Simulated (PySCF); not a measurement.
CH4ClFOSi2, SMILES F[Si@H]1OC[Si@@H]1Cl.

Coordinates come from a B3LYP-D3(BJ)/def2-SVP optimisation. The structure was generated by enumeration; whether it is a known compound was not checked.

All values below come from B3LYP/def2-TZVP (PySCF).

- total energy = -1255.07364 hartree
- highest occupied level = -7.77 eV
- lowest empty level = -1.22 eV
- orbital gap = 6.55 eV
- dipole moment = 1.18 D
- quadrupole, principal values (traceless, Buckingham form, about the centre of nuclear charge) = -9.55, 1.01, 8.55 D·Å
- mean static polarisability = 75.2 bohr³ (11.14 Å³)
- polarisability, principal values = 65.6, 72.5, 87.5 bohr³
